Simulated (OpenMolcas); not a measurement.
Ag3+ in K2NaGaF6: curves along the breathing mode

Ag3+ with its 6 nearest fluoride ions, on the Ga site of K2NaGaF6 (a = 8.246 Å, distance in the model lattice 1.938 Å). The rest of the host is ab initio model potentials to 7.6 Å, with orthogonalisation functions on the cations behind the ligands, and point charges beyond; the distance is set by hand and nothing relaxes. Ligand basis ANO-RCC-VDZP.

```json
{
 "Program": "OpenMolcas",
 "Method": "SS-CASPT2, IPEA 0.25 Eh, imaginary shift 0.1 Eh (closed shells correlated: 4s 4p and the ligand valence shells)",
 "Basis": "ANO-RCC-VDZP [6s5p3d1f]",
 "Scalar Hamiltonian": "DKH2, point nucleus",
 "Active space": "8 electrons in 5 orbitals (4d)",
 "State averaging": "2S+1 = 3 even, 10 roots; 2S+1 = 1 even, 15 roots",
 "Spin-orbit coupling": "state interaction with AMFI integrals over the reference wave functions"
}
```

Spin-free energies (labels of O, the rotations of Oh) in cm-1 above the lowest fitted minimum, as all ligands move together:

```tsv
R (Å)	3A2	1E	3T1	3T1(2)	1E(2)
1.884	6680	13040	43740	70250	74800
1.928	1880	7770	36590	61300	65200
1.973	60	5450	32650	55920	58940
2.017	800	5610	31460	53730	55640
2.062	3730	7890	32540	54080	54560
2.106	8420	11850	35430	56620	55230
2.15	14690	17410	40140	61330	57130
```

Cubic fits give the following; the wavenumber is harmonic, with the mass of all moving ligands, small differences in it between states hang on the degree of the fit, a number in brackets counts states of one label, and the table is a selection of at most 14 states with clean curves.

```tsv
State	R0 (Å)	Breathing mode (cm-1)	Minimum (cm-1)
3A2	1.982	611	0
1E	1.992	593	5210
3T1	2.018	592	31400
3T1(2)	2.032	620	53490
1E(2)	2.064	507	54560
```

The minimum of 3T1 is shifted by +0.0359 Å against 3A2 (from the unrounded fits). With M = 114.0 u for the moving shell, the Huang-Rhys factor in this mode is S = M ω ΔR² / 2ħ = 0.01483 × 114.0 × 611 × 0.0359² = 1.33. Only the first shell moves, against a rigid host.

Roots that are degenerate in the reference are averaged as groups; the widest CASPT2 spread within a group is 2300 cm-1 (the 3-fold group of multiplicity 1 near 25600 cm-1 above the lowest state of its run, R = 2.062). Shifts and gaps below about the spread of the groups concerned are not significant. Over all roots computed the reference weight is 0.69 to 0.73 in R = 1.884, 0.68 to 0.72 in R = 1.928, 0.67 to 0.72 in R = 1.973, 0.65 to 0.72 in R = 2.017, 0.63 to 0.72 in R = 2.062, 0.61 to 0.71 in R = 2.106, 0.60 to 0.71 in R = 2.15; the roots of lowest weight are the least certain, and an intruder state may touch them. Real 4d8 and 5d8 ions are as a rule square planar and diamagnetic. Ligand-to-metal charge-transfer states are missing. With no ligand orbital active B as a rule stays too high, so bands that hang on it stand too high and its fall with covalency is understated. With one d shell and no ligand orbital active, 10Dq can be off by a tenth or more. The least metal-like active orbital is 72 % on the metal (Löwdin) and no ligand orbital is active, so the numbers are rough (holds for R = 1.884; R = 1.928; R = 1.973). The least metal-like active orbital is 71 % on the metal (Löwdin) and no ligand orbital is active, so the numbers are rough (holds for R = 2.017). The least metal-like active orbital is 70 % on the metal (Löwdin) and no ligand orbital is active, so the numbers are rough (holds for R = 2.062). The least metal-like active orbital is 69 % on the metal (Löwdin) and no ligand orbital is active, so the numbers are rough (holds for R = 2.106). The least metal-like active orbital is 67 % on the metal (Löwdin) and no ligand orbital is active, so the numbers are rough (holds for R = 2.15). No measured value stands beside these numbers.
